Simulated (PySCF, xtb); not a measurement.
C4HCl2F, SMILES C#CC(F)=C(Cl)Cl.

GFN2-xTB run with xtb at its own geometry gives an orbital gap of 3.41 eV and a dipole moment of 1.86 D.

Geometry: PBE0-D3(BJ)/def2-SVP. The structure was generated by enumeration, and PubChem lists no compound with its InChIKey, so it may never have been made.

Task: What does PBE/def2-TZVP run with PySCF give? (Estimate from the structure and the level; the computed values follow.)

Result: gap 3.57 eV (levels -5.97 and -2.40 eV), dipole 1.32 D.
